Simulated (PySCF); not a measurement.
Molecule: C3H5O (charge +1, singlet). It need not be the lowest isomer of its formula. SMILES: C#CC[OH2+]
Geometry from a B3LYP-D3(BJ)/def2-TZVP (Ansatz) optimisation:
```
C
H 1 1.0872
H 1 1.0882 2 112.77
C 1 1.4210 2 115.01 3 133.93
C 4 1.1995 3 151.46 1 -178.04
H 5 1.0675 3 161.69 1 -177.10
O 1 1.5926 2 101.28 3 -111.30
H 7 0.9770 1 114.80 2 78.29
H 7 0.9776 8 110.78 1 -127.87
```
Charge +1, spin multiplicity 1.

Dispersion corrections to the total energy (kcal/mol) from the dftd3 and dftd4 libraries through PySCF: D3(BJ) without and D4 with the three-body term, each with the damping fitted for the functional named.

```tsv
functional	D3(BJ)	D4
revPBE	-8.31	-8.45
B2GP-PLYP	-1.68	-0.97
BHLYP	-4.01	-2.56
BP86	(withheld)	-3.03
r2SCAN	-0.86	(withheld)
CAM-B3LYP	(withheld)	-1.94
B2PLYP	-2.36	-1.64
```

**Question.** What belongs in the gaps?

**Answer.** 
- BP86, D3(BJ): -4.68
- r2SCAN, D4: -0.58
- CAM-B3LYP, D3(BJ): -2.27
